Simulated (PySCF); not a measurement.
CH3I, SMILES IC, singlet, PBE0/def2-SVP optimised geometry.

```
5

C     -0.90    -0.26     0.00
I      1.24    -0.26     0.00
H     -1.24     0.78     0.00
H     -1.24    -0.78     0.90
H     -1.24    -0.78    -0.90
```

Density from PBE0/def2-TZVP, def2 effective core potentials past Kr (PySCF) at that geometry. The core electrons that the potentials of I replace are not part of the density.

Minimum of the electron density along straight lines between bonded atoms, close to the bond critical point (lines longer than 1.1 times the sum of covalent radii, or with two minima, are not listed):

```csv
bond,length / Å,ρ at the minimum / e bohr⁻³,∇²ρ there / e bohr⁻⁵,position (fraction from the first atom)
C1–I2,2.141,___,___,0.46
C1–H3,1.095,0.278,-0.96,0.65
C1–H4,1.095,0.278,-0.96,0.65
C1–H5,1.095,0.278,-0.96,0.65
```

Question: Fill in the missing entries.

Answer: 
- C1–I2, ρ at the minimum / e bohr⁻³: 0.120
- C1–I2, ∇²ρ there / e bohr⁻⁵: -0.06
